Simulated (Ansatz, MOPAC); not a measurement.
Process, species as SMILES: F[SiH]([SiH2]F)F [difluoro(fluorosilyl)silane] → F[SiH][SiH2]F + F atom (the F-Si bond breaks)

Wanted: bond dissociation energy (enthalpy at 298 K), in kcal/mol. Terms: valence correlation only; no spin-orbit coupling; no dispersion term unless named; UHF or UKS for open shells; non-relativistic. CBS marks a two-point X^-3 extrapolation of the correlation energy; Hartree-Fock from the larger set. Ab initio and DFT rows: single points at B3LYP-D3(BJ) geometries (Ansatz, a quantum-chemistry and plane-wave program), with unscaled harmonic terms from B3LYP/6-31G* (Ansatz) at its own minima. Semi-empirical rows: MOPAC heats of formation at their own minima for 298 K.

```
species           coefficient  E at HF/3-21G (Ansatz), Eh  E at wB97X-V/def2-TZVPD (Ansatz), Eh  H(298 K) - E, kcal/mol  heat of formation at MNDO (MOPAC), kcal/mol
----------------  -----------  --------------------------  ------------------------------------  ----------------------  -------------------------------------------
F[SiH2][SiH](F)F           -1                  -873.39903                            -880.46984                   27.33                                      -266.81
F[SiH][SiH2]F              +1                  -774.39355                            -780.48740                   23.91                                      -149.81
F atom                     +1                   -98.84501                             -99.73522                    1.48                                        18.89
```

Coupled cluster (Ansatz) is a level with limits of its own, used here on species with T1 under 0.025 (0.045 for open shells) and stable references: CCSD(T)/CBS(aug-cc-pV(T+d)Z,aug-cc-pV(Q+d)Z). Value to compare with, CCSD(T)/CBS(aug-cc-pV(T+d)Z,aug-cc-pV(Q+d)Z) (Ansatz): 157.0 kcal/mol. 1 Eh = 627.5095 kcal/mol.

Compute it at each level from the table, and compare with CCSD(T)/CBS(aug-cc-pV(T+d)Z,aug-cc-pV(Q+d)Z) (Ansatz).


- HF/3-21G: the sum of coefficient times E is 0.16047 Eh, or 100.70 kcal/mol; the thermal terms add -1.94. Result: 98.8 kcal/mol. Its difference against CCSD(T)/CBS(aug-cc-pV(T+d)Z,aug-cc-pV(Q+d)Z) (Ansatz) is -58.2 kcal/mol.
- wB97X-V/def2-TZVPD: the sum of coefficient times E is 0.24722 Eh, or 155.13 kcal/mol; the thermal terms add -1.94. Result: 153.2 kcal/mol. Its difference against CCSD(T)/CBS(aug-cc-pV(T+d)Z,aug-cc-pV(Q+d)Z) (Ansatz) is -3.8 kcal/mol.
- MNDO: the sum of coefficient times heat of formation is 135.89 kcal/mol; it needs no thermal term. Its difference against CCSD(T)/CBS(aug-cc-pV(T+d)Z,aug-cc-pV(Q+d)Z) (Ansatz) is -21.1 kcal/mol.
